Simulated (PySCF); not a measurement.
Cl3Hf (SMILES [Cl][Hf+]([Cl])[Cl]), charge +1, singlet, at a GFN2-xTB geometry (such geometries of metal compounds can be far from the true shape) (the multiplicity is a formal guess) (core potentials on Hf). Base run: PBE/def2-SV(P) (PySCF).

PySCF was given this input:
```python
from pyscf import gto, scf, dft

mol = gto.Mole()
mol.atom = '''
    Hf    0.095378    0.333715    0.205094
    Cl    1.799706   -0.738826   -0.753530
    Cl   -0.887153   -1.284577    1.383992
    Cl   -1.316508    0.610024   -1.499097
'''
mol.basis = 'def2-sv(p)'
mol.ecp = {'Hf': 'def2-sv(p)'}
mol.charge = 1
mol.spin = 0
mol.verbose = 4
mol.build()

mf = dft.RKS(mol)
mf.xc = 'pbe'
mf.kernel()
mf.analyze()
```

Each row names what was changed in the base input (with any setting that the change needs).

```csv
change,basis functions,E (Eh),HOMO (eV),HOMO-LUMO gap (eV),outcome
base,79,-1427.54140,-13.21,3.73,converged
basis = x2c-TZVPall; relativity = none (without mol.ecp = {'Hf': 'def2-sv(p)'}),192,-15302.05467,-13.18,3.62,converged
basis = jorge-DZP-DKH; relativity = none (without mol.ecp = {'Hf': 'def2-sv(p)'}),132,-15438.69841,-13.32,3.95,converged
basis = jorge-DZP-DKH; relativity = spin-free X2C; nucleus = Gaussian (with mol.nucmod = 'G'; without mol.ecp = {'Hf': 'def2-sv(p)'}),132,-16450.32650,-13.14,3.69,converged
basis = ANO-RCC-VDZP; relativity = spin-free X2C; nucleus = Gaussian (with mol.nucmod = 'G'; without mol.ecp = {'Hf': 'def2-sv(p)'}),122,-16462.56336,-13.16,3.55,converged
basis = x2c-TZVPall; relativity = spin-free X2C; nucleus = Gaussian (with mol.nucmod = 'G'; without mol.ecp = {'Hf': 'def2-sv(p)'}),192,-16463.01439,-13.08,3.61,converged
basis = jorge-DZP-DKH; relativity = spin-free X2C (without mol.ecp = {'Hf': 'def2-sv(p)'}),132,-16451.71778,-13.14,3.69,converged
basis = ANO-RCC-VDZP; relativity = spin-free X2C (without mol.ecp = {'Hf': 'def2-sv(p)'}),122,-16464.44589,-13.16,3.55,converged
basis = ANO-RCC-VDZP; relativity = none (without mol.ecp = {'Hf': 'def2-sv(p)'}),122,-,-,-,not converged
basis = x2c-TZVPall; relativity = spin-free X2C (without mol.ecp = {'Hf': 'def2-sv(p)'}),192,-16464.62467,-13.08,3.61,converged
```

Absolute energies of different levels of theory aren't comparable as measures of quality.

Basis sets contracted for a relativistic Hamiltonian are a mismatch without it, so the rows without relativity aren't non-relativistic limits. No row has spin-orbit coupling; sets with core potentials leave out the core electrons.
